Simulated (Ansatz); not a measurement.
Start from `CSB(C)O` and change one atom or group to get `CB(O)O`.

Ansatz, PBE0-D4/def2-TZVP geometries, multiplicity 1. Each molecule was computed in one conformer, which needn't be the lowest.

```
                                                                                  property  `CSB(C)O`
                                                         HOMO energy (PBE/def2-TZVPP) / eV      -5.85
                                                        LUMO energy (PBE0/def2-TZVPP) / eV       0.52
                                                     LUMO energy (ωB97M-V/def2-TZVPP) / eV       2.17
                                        size of the dipole moment (ωB97M-V/def2-TZVPP) / D       1.18
ideal-gas entropy at 298 K and 1 bar (rigid rotor, harmonic PBE0-D4/def2-TZVP) / J/(mol·K)        351
                                                   HOMO–LUMO gap (ωB97M-V/def2-TZVPP) / eV      11.42
```

Task: Give the same properties after the change, and the shifts. (Best estimate.)

Result: Computed: 
| property | `CB(O)O` | shift |
| --- | --- | --- |
| HOMO energy (PBE/def2-TZVPP) / eV | -7.63 | -1.78 |
| LUMO energy (PBE0/def2-TZVPP) / eV | 0.33 | -0.19 |
| LUMO energy (ωB97M-V/def2-TZVPP) / eV | 1.71 | -0.46 |
| size of the dipole moment (ωB97M-V/def2-TZVPP) / D | 2.27 | 1.09 |
| ideal-gas entropy at 298 K and 1 bar (rigid rotor, harmonic PBE0-D4/def2-TZVP) / J/(mol·K) | 304 | -47 |
| HOMO–LUMO gap (ωB97M-V/def2-TZVPP) / eV | 13.54 | 2.12 |

With PBE0 the HOMO falls by 2.28 eV and the LUMO falls by 0.19 eV, so the gap widens by about 2.09 eV. PBE moves the HOMO by -1.78 eV and ωB97M-V by -2.57 eV. The zero-point energy changes by -64.8 kJ/mol with -9 modes. Dipoles are sizes alone; their direction can turn. Modes under 60 cm⁻¹, often nearly free rotors, make the harmonic entropy too high.
